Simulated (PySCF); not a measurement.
# UHF on Kr²⁺ (krypton, charge +2)

Configuration: [Ar] 3d10 4s1 4p5, high-spin 3P determinant (an excited configuration). Calculation: PySCF 2.14, in x2c-QZVPPall with one added diffuse shell each of s, p, d, f type (12s9p6d5f1g, 113 functions); the spin-free X2C one-electron Hamiltonian (Gaussian nucleus).

| Quantity | Value |
| --- | --- |
| Total energy | -2786.324849 hartree |
| One-electron energy | -3841.3298 hartree |
| Hartree (Coulomb) energy | 1149.7750 hartree |
| Exchange energy | -94.7701 hartree |
| ⟨S²⟩ | 2.0079 |
| ⟨L²⟩ | 2.014 |
| Sum of ⟨r⟩ | 21.43 bohr |
| Sum of ⟨r²⟩ | 26.63 bohr² |
| Traceless quadrupole moment −½Σ⟨3z² − r²⟩ along its main axis | 1.28 e·bohr² |
| Langevin diamagnetic susceptibility | -21.1 ×10⁻⁶ cm³/mol |

```json
{"shell": "1s α", "electrons": "1", "mean orbital energy (eV)": "-14432.8", "spread (eV)": "0", "rms radius, mean of both spins (bohr)": "0.0478"}
{"shell": "1s β", "electrons": "1", "mean orbital energy (eV)": "-14432.2", "spread (eV)": "0", "rms radius, mean of both spins (bohr)": "0.0478"}
{"shell": "2s α", "electrons": "1", "mean orbital energy (eV)": "-1988.2", "spread (eV)": "0", "rms radius, mean of both spins (bohr)": "0.199"}
{"shell": "2s β", "electrons": "1", "mean orbital energy (eV)": "-1987.6", "spread (eV)": "0", "rms radius, mean of both spins (bohr)": "0.199"}
{"shell": "2p α", "electrons": "3", "mean orbital energy (eV)": "-1756.1", "spread (eV)": "0.265", "rms radius, mean of both spins (bohr)": "0.177"}
{"shell": "2p β", "electrons": "3", "mean orbital energy (eV)": "-1755.6", "spread (eV)": "0.169", "rms radius, mean of both spins (bohr)": "0.177"}
{"shell": "3s α", "electrons": "1", "mean orbital energy (eV)": "-332.98", "spread (eV)": "0", "rms radius, mean of both spins (bohr)": "0.565"}
{"shell": "3s β", "electrons": "1", "mean orbital energy (eV)": "-331.58", "spread (eV)": "0", "rms radius, mean of both spins (bohr)": "0.565"}
{"shell": "3p α", "electrons": "3", "mean orbital energy (eV)": "-256.56", "spread (eV)": "0.727", "rms radius, mean of both spins (bohr)": "0.581"}
{"shell": "3p β", "electrons": "3", "mean orbital energy (eV)": "-255.62", "spread (eV)": "0.200", "rms radius, mean of both spins (bohr)": "0.581"}
{"shell": "3d α", "electrons": "5", "mean orbital energy (eV)": "-129.45", "spread (eV)": "0.683", "rms radius, mean of both spins (bohr)": "0.609"}
{"shell": "3d β", "electrons": "5", "mean orbital energy (eV)": "-128.92", "spread (eV)": "0.334", "rms radius, mean of both spins (bohr)": "0.609"}
{"shell": "4s α", "electrons": "1", "mean orbital energy (eV)": "-58.729", "spread (eV)": "0", "rms radius, mean of both spins (bohr)": "1.60"}
{"shell": "4p α", "electrons": "3", "mean orbital energy (eV)": "-38.852", "spread (eV)": "1.998", "rms radius, mean of both spins (bohr)": "1.87"}
{"shell": "4p β", "electrons": "2", "mean orbital energy (eV)": "-33.714", "spread (eV)": "0", "rms radius, mean of both spins (bohr)": "1.87"}
```

Densities and radii are taken from the X2C orbitals without a picture-change correction, which distorts them close to the nucleus.

Spin-orbit constants ζ (cm⁻¹) from the X2C one-electron operator on these orbitals: bare nucleus, nucleus screened by l(l+1)(2l+1)/3 electrons, and screened by the Breit-Pauli mean field of the electrons.

| shell | bare | screened nucleus | mean field |
| --- | --- | --- | --- |
| 2p | 297100 | 280600 | n/a |
| 3p | 43910 | 41470 | n/a |
| 3d | 5568 | 4021 | n/a |
| 4p | 4261 | 4024 | n/a |

To first order the Landé constant is A = -2012 cm⁻¹, so the lowest level has J = 2 and lies 0.249 eV below the centre of the term. This holds in LS coupling only.
